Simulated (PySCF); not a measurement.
Continuum solvent and chemical shifts

Structure with atom numbers: `[cH:1]1[cH:2][cH:3][c:4]([SiH:5]2[CH2:6][CH2:7]2)[cH:8][cH:9]1`. Each H is labelled by its parent atom. Ha(C6), Ha(C7) are cis to C4 on the ring; Hb(C6), Hb(C7) are trans to C4 on the ring.

GIAO PBE0/pcSseg-1 in PySCF on one PBE0-D3(BJ)/def2-SVP conformer, non-relativistic, equivalent nuclei averaged. Solvents enter as an IEF-PCM continuum (benzene with ε = 2.3, methanol with ε = 32.6) around the gas-phase geometry. Shifts are referred to TMS computed in the same medium.

Gas phase, δ in ppm: C3/C8 139.7, C4 136.7, C1 135.3, C2/C9 133.5, C6/C7 -2.7, Si5 -113.5, H(C3)/H(C8) 7.52, H(C1) 7.44, H(C2)/H(C9) 7.41, H(Si5) 3.60, Ha(C6)/Ha(C7) 0.78, Hb(C6)/Hb(C7) 0.77. Dipole moment 0.79 D.

Task: How does each δ change in the continuum?

Result: 
| atoms | environment | Δδ, benzene | Δδ, methanol |
| --- | --- | --- | --- |
| C3/C8 | aromatic CH | +0.7 | +1.7 |
| C4 | substituted aromatic carbon | +0.2 | +0.6 |
| C1 | aromatic CH | +0.9 | +2.0 |
| C2/C9 | aromatic CH | +0.7 | +1.6 |
| C6/C7 | three-membered-ring carbon | 0.0 | 0.0 |
| Si5 | silicon bonded to 3 C, H, in a 3-membered ring | -1.0 | -2.5 |
| H(C3)/H(C8) | hydrogen on an aromatic CH | +0.09 | +0.23 |
| H(C1) | hydrogen on an aromatic CH | +0.11 | +0.24 |
| H(C2)/H(C9) | hydrogen on an aromatic CH | +0.10 | +0.24 |
| H(Si5) | hydrogen on a silicon bonded to 3 C, in a 3-membered ring | +0.01 | +0.04 |
| Ha(C6)/Ha(C7) | hydrogen on a three-membered-ring carbon | +0.04 | +0.10 |
| Hb(C6)/Hb(C7) | hydrogen on a three-membered-ring carbon | +0.01 | +0.03 |

Changes are relative to the gas phase. The dipole moment becomes 0.87 D in benzene, 0.95 D in methanol.

Task: Which nuclei move most (in ppm), and what does the model miss?

Result: Si5 (silicon bonded to 3 C, H, in a 3-membered ring, -2.5 ppm) in methanol. A continuum only polarises the solute; specific hydrogen bonds, the anisotropy of aromatic solvents and changes of geometry or conformer are outside it.
